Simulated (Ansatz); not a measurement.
All values below come from B3LYP-D3(BJ)/def2-TZVPD run with Ansatz (an electronic-structure program). No frequencies were computed at this level.

Ansatz 0.2 input:
```yaml
crystal:
  periodic: [false, false, false]
  atoms:
    - { symbol: Al, position_ang: [0.000051, 0.000164, 0.000001] }
    - { symbol: H, position_ang: [1.549861, -0.100511, 0.000498] }
    - { symbol: H, position_ang: [-0.861584, -1.292015, -0.000177] }
    - { symbol: H, position_ang: [-0.688329, 1.392362, -0.000322] }
basis:
  gaussian: { orbitals: def2-tzvpd }
hamiltonian:
  xc: b3lyp
  dispersion: d3bj
relax:
  max_steps: 150
```

Output:

```
Functional definition: B3LYP
433 factors; their error is unknown
mean field evaluation 1: about -6645.2861 eV, gradient 1.3e1 eV
mean field evaluation 2: about -6645.8367 eV, gradient 3.7e0 eV
mean field evaluation 4: about -6645.8864 eV, gradient 5.2e-2 eV
mean field evaluation 8: about -6645.8942 eV, gradient 7.4e-4 eV
mean field -6645.89417277 eV, -244.2321061005 hartree, gradient 4.3e-5 eV, S^2 0.000000; 0 other end points of the search recorded, 0 dependent functions left out
reference -6645.89440802 eV, -244.2321147457 hartree; 8, 8 occupied and 62, 62 virtual orbitals, 433 factors
relax step   1: F+E_penalty+E_count = -6645.94835161 eV  Δ(F+E_penalty+E_count) = +0.000e0 eV  max|allowed force component| = 3.949e-1 eV/Å  Δτ_max = 0.0000 Å  (24 SCF iters, accepted)
these checks for a lower state are left out or cut short: starts, cluster_reference, orbital_swaps, neighbouring_geometries, increment
433 factors; their error is unknown
mean field evaluation 16: about -6645.9095 eV, gradient 9.2e-5 eV
mean field -6645.90950065 eV, -244.2326693897 hartree, gradient 7.0e-6 eV, S^2 0.000000; 0 other end points of the search recorded, 0 dependent functions left out
reference -6645.90973676 eV, -244.2326780664 hartree; 8, 8 occupied and 62, 62 virtual orbitals, 433 factors
relax step   2: F+E_penalty+E_count = -6645.96350639 eV  Δ(F+E_penalty+E_count) = -1.515e-2 eV  max|allowed force component| = 7.743e-2 eV/Å  Δτ_max = 0.0217 Å  (27 SCF iters, accepted)
these checks for a lower state are left out or cut short: starts, cluster_reference, orbital_swaps, neighbouring_geometries, increment
433 factors; their error is unknown
mean field -6645.91018602 eV, -244.2326945767 hartree, gradient 7.1e-6 eV, S^2 0.000000; 0 other end points of the search recorded, 0 dependent functions left out
reference -6645.91042235 eV, -244.2327032615 hartree; 8, 8 occupied and 62, 62 virtual orbitals, 433 factors
relax step   3: F+E_penalty+E_count = -6645.96414981 eV  Δ(F+E_penalty+E_count) = -6.434e-4 eV  max|allowed force component| = 4.514e-4 eV/Å  Δτ_max = 0.0056 Å  (28 SCF iters, accepted)
433 factors; their error is unknown
mean field evaluation 32: about -6645.9018 eV, gradient 7.9e-1 eV
mean field -6645.91018602 eV, -244.2326945767 hartree, gradient 7.1e-6 eV, S^2 0.000000; 1 other end points of the search recorded, 0 dependent functions left out
reference -6645.91042235 eV, -244.2327032615 hartree; 8, 8 occupied and 62, 62 virtual orbitals, 433 factors
Total energy: -6645.96438613 eV, -244.2346863940 hartree
Atom 0 at     0.000002     0.000015     0.000001 Å, force    -0.000015    -0.000049    -0.000000 eV/Å
Atom 1 at     1.576881    -0.102019     0.000507 Å, force     0.000451     0.000069     0.000000 eV/Å
Atom 2 at    -0.876748    -1.314617    -0.000180 Å, force    -0.000315    -0.000416    -0.000000 eV/Å
Atom 3 at    -0.700135     1.416622    -0.000327 Å, force    -0.000121     0.000396    -0.000000 eV/Å
Dipole moment:     0.000002     0.000021    -0.000000 e Å
```

Cost: about 4 core-seconds (a rough figure).
